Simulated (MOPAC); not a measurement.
MOPAC input (PM7):

```
PM7 1SCF CHARGE=1 GEO-OK AUX(PRECISION=9) THREADS=1
CCl3

Cl   -1.08831466 1   -1.24132302 1    0.03550894 1
C     0.00000000 1   -0.00000000 1    0.00000000 1
Cl    1.61889286 1   -0.32232673 1   -0.04317288 1
Cl   -0.53057821 1    1.56364975 1    0.00766394 1
```

Output:

```
 *******************************************************************************
 **                                                                           **
 **                              MOPAC v23.2.5                                **
 **                                                                           **
 *******************************************************************************
 ** MOPAC's Digital Object Identifier: https://doi.org/10.5281/zenodo.6511958 **
 **                                                                           **
 ** Please cite the open-source release paper for use of this MOPAC version:  **
 ** J. E. Moussa and J. J. P. Stewart (2026)                                  **
 ** MOPAC: An open-source semiempirical molecular orbital program             **
 ** J. Open Source Softw., 11(119), 8025, https://doi.org/10.21105/joss.08025 **
 *******************************************************************************

                              PM7 CALCULATION RESULTS

 *******************************************************************************
 *  PM7        - The PM7 Hamiltonian to be used
 *  GEO-OK     - OVERRIDE INTERATOMIC DISTANCE AND OTHER SAFETY CHECKS
 *
 *
 *
 *                 CHARGE ON SYSTEM = +1
 *
 *
 *
 *  1SCF       - DO 1 SCF AND THEN STOP
 *  AUX        - OUTPUT AUXILIARY INFORMATION
 *******************************************************************************
PM7 1SCF CHARGE=1 GEO-OK AUX(PRECISION=9) THREADS=1
 CCl3

   ATOM   CHEMICAL          X               Y               Z
  NUMBER   SYMBOL      (ANGSTROMS)     (ANGSTROMS)     (ANGSTROMS)

     1      Cl         -1.08831466  *  -1.24132302  *   0.03550894  *
     2       C          0.00000000  *  -0.00000000  *   0.00000000  *
     3      Cl          1.61889286  *  -0.32232673  *  -0.04317288  *
     4      Cl         -0.53057821  *   1.56364975  *   0.00766394  *

          CARTESIAN COORDINATES

    NO.       ATOM           X           Y           Z

     1        Cl         -1.0883     -1.2413      0.0355
     2         C          0.0000     -0.0000      0.0000
     3        Cl          1.6189     -0.3223     -0.0432
     4        Cl         -0.5306      1.5636      0.0077

 General Reference for PM7:
 "Optimization of Parameters for Semiempirical Methods VI: More Modifications to the
 NDDO Approximations and Re-optimization of Parameters", J. J. P. Stewart, J. Mol. Mod., 1:32, 19 (2013)
 https://link.springer.com/article/10.1007/s00894-012-1667-x

           Empirical Formula: C Cl3  =     4 atoms

      MOLECULAR POINT GROUP   :   D3h

      RHF CALCULATION, NO. OF DOUBLY OCCUPIED LEVELS = 12

 -------------------------------------------------------------------------------
 PM7 1SCF CHARGE=1 GEO-OK AUX(PRECISION=9) THREADS=1
 CCl3

     1SCF WAS SPECIFIED, SO BFGS WAS NOT USED
     SCF FIELD WAS ACHIEVED

                              PM7 CALCULATION
                                                       MOPAC v23.2.5 Linux

          FINAL HEAT OF FORMATION =        216.02640 KCAL/MOL =     903.85445 KJ/MOL

          COSMO AREA              =        113.48 SQUARE ANGSTROMS
          COSMO VOLUME            =         99.96 CUBIC ANGSTROMS

          IONIZATION POTENTIAL    =         17.383151 EV
          HOMO LUMO ENERGIES (EV) =        -17.383 -8.287
          NO. OF FILLED LEVELS    =         12
          MOLECULAR WEIGHT        =        118.3700         POINT GROUP:  D3h

          MOLECULAR DIMENSIONS (Angstroms)

            Atom       Atom       Distance
           Cl     3   Cl     1     2.86002
           Cl     4   Cl     1     2.47685
           Cl     4    C     2     0.00000

          SCF CALCULATIONS        =          1

   ATOM   CHEMICAL          X               Y               Z
  NUMBER   SYMBOL      (ANGSTROMS)     (ANGSTROMS)     (ANGSTROMS)

     1      Cl         -1.08831466  *  -1.24132302  *   0.03550894  *
     2       C          0.00000000  *  -0.00000000  *   0.00000000  *
     3      Cl          1.61889286  *  -0.32232673  *  -0.04317288  *
     4      Cl         -0.53057821  *   1.56364975  *   0.00766394  *

                             CARTESIAN COORDINATES

   1   Cl       -1.088314660    -1.241323020     0.035508940
   2    C        0.000000000    -0.000000000     0.000000000
   3   Cl        1.618892860    -0.322326730    -0.043172880
   4   Cl       -0.530578210     1.563649750     0.007663940

           Empirical Formula: C Cl3  =     4 atoms

      MOLECULAR POINT GROUP   :   D3h

                  EIGENVALUES
 -35.47485 -31.74185 -31.74185 -25.51056 -22.27811 -22.27811 -20.49513 -17.56527
 -17.56527 -17.39446 -17.38315 -17.38315  -8.28656  -6.62585  -5.69649  -5.69649
  58.30777  58.30777  58.59522  58.59522  58.69043  59.21720  59.69699  59.69699
  59.75950  59.75950  60.10746  60.54740  60.66310  60.66310  61.12095

              NET ATOMIC CHARGES AND DIPOLE CONTRIBUTIONS

  ATOM NO.   TYPE          CHARGE      No. of ELECS.   s-Pop       p-Pop       d-Pop
    1         Cl           0.341225        6.6588     1.98610     4.66671     0.00597
    2          C          -0.023674        4.0237     1.28207     2.74160
    3         Cl           0.341225        6.6588     1.98610     4.66671     0.00597
    4         Cl           0.341225        6.6588     1.98610     4.66671     0.00597
 DIPOLE           X         Y         Z       TOTAL
 POINT-CHG.     0.000     0.000    -0.000     0.000
 HYBRID        -0.000    -0.000     0.000     0.000
 SUM            0.000     0.000    -0.000     0.000

          ATOMIC ORBITAL ELECTRON POPULATIONS

     Atom    s        px        py        pz      x^2-y^2     xz        z^2       yz        xy
    1 Cl   1.98610   1.52192   1.38845   1.75633   0.00120   0.00052   0.00091   0.00065   0.00268
    2  C   1.28207   1.00731   1.00752   0.72677
    3 Cl   1.98610   0.98346   1.92714   1.75611   0.00248   0.00104   0.00091   0.00014   0.00140
    4 Cl   1.98610   1.86040   1.04953   1.75678   0.00214   0.00020   0.00091   0.00097   0.00174

 **********************
 *                    *
 * JOB ENDED NORMALLY *
 *                    *
 **********************

 == MOPAC DONE ==
```

The dipole moment of an ion depends on the origin.
